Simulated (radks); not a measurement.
Coherent X-ray form factor from a spherical all-electron density. Method: non-relativistic Kohn-Sham, PBE, spin-polarised, spherical densities, point nucleus; computed with a radial shooting solver on a logarithmic mesh with Libxc functionals.

sin(theta)/lambda (1/angstrom)  f0 (electrons)
0.05                                    21.700
0.1                                     20.853
0.15                                    19.597
0.2                                     18.103
0.25                                    16.525
0.3                                     14.980
0.4                                     12.260
0.5                                     10.200
0.6                                      8.758
0.8                                      7.094
1                                        6.136
1.25                                     5.135
1.5                                      4.185
2                                        2.695

The species is in the configuration that NIST lists as its ground one. Which atom or ion scatters so?

Answer. The chromium ion Cr2+, [Ar] 3d4. Extrapolating in s^2 from the first two rows gives f0(0) = 22.0, near the electron count 22; among species with that count, the fall with angle is slower the higher Z, and the table is that of Z = 24; from so few rows the species is fixed only to a neighbour or two.
